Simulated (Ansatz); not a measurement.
H₂ClGa (SMILES [Cl][GaH2]), singlet, at a GFN2-xTB geometry (such geometries of metal compounds can be far from the true shape); R2SCAN/cc-pV(T+d)Z in Ansatz (a quantum-chemistry and plane-wave program).

Input for Ansatz:
Ansatz 0.2 input:
```yaml
crystal:
  periodic: [false, false, false]
  atoms:
    - {symbol: Ga, position_ang: [-0.00324307, -0.20441225, -0.63906353]}
    - {symbol: H, position_ang: [-1.33920803, -0.32082702, -1.44432316]}
    - {symbol: H, position_ang: [1.32490243, -0.58086151, -1.37466759]}
    - {symbol: Cl, position_ang: [0.00675534, 0.42579226, 1.33117412]}
basis:
  gaussian:
    orbitals: cc-pV_T+d_Z.json
hamiltonian:
  xc: r2scan
```
The basis file holds cc-pV(T+d)Z in the JSON format of the Basis Set Exchange.

### Question
Predict the main parts of the log of this Ansatz run.

### Answer

```
Functional definition: r2SCAN
800 factors; their error is unknown
mean field evaluation 1: about -64933.5244 eV, gradient 2.6e1 eV
mean field evaluation 2: about -64933.3680 eV, gradient 3.0e1 eV
mean field evaluation 4: about -64934.6346 eV, gradient 1.2e0 eV
mean field evaluation 8: about -64934.6244 eV, gradient 2.5e-2 eV
mean field -64934.62435603 eV, -2386.3034308147 hartree, gradient 5.8e-6 eV, S^2 0.000000; 0 other end points of the search recorded, 0 dependent functions left out
reference -64934.62436732 eV, -2386.3034312298 hartree; 25, 25 occupied and 85, 85 virtual orbitals, 800 factors
Total energy: -64934.62436732 eV, -2386.3034312298 hartree
```
